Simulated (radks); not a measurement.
The numbers below are computed, except where a source is named.
Removal energies from the krypton ion Kr10+, [Ar] 3d(3/2: 4, 5/2: 4), by Delta-SCF beside the eigenvalue of the level emptied. Code: a radial shooting solver on a logarithmic mesh with Libxc functionals. Model: Dirac Kohn-Sham, relativistic LDA (MacDonald-Vosko exchange, VWN5 correlation), spin-unpolarised, spherical densities, finite nucleus; Fermi nuclear charge, rms radius of each element as measured or else 0.836 A^(1/3) + 0.57 fm. Sub-shells are occupied by j as written (lower j first in brackets).

| removed from | final configuration | Delta-SCF (eV) | -eigenvalue (eV) |
|---|---|---|---|
| 3d5/2 | [Ar] 3d(3/2: 4, 5/2: 3) | 311.38 | 291.12 |
| 3d3/2 | [Ar] 3d(3/2: 3, 5/2: 4) | 312.97 | 292.62 |
| 3p3/2 | [Ne] 3s2 3p(1/2: 2, 3/2: 3) 3d(3/2: 4, 5/2: 4) | 421.69 | 401.90 |
| 3p1/2 | [Ne] 3s2 3p(1/2: 1, 3/2: 4) 3d(3/2: 4, 5/2: 4) | 430.43 | 410.39 |
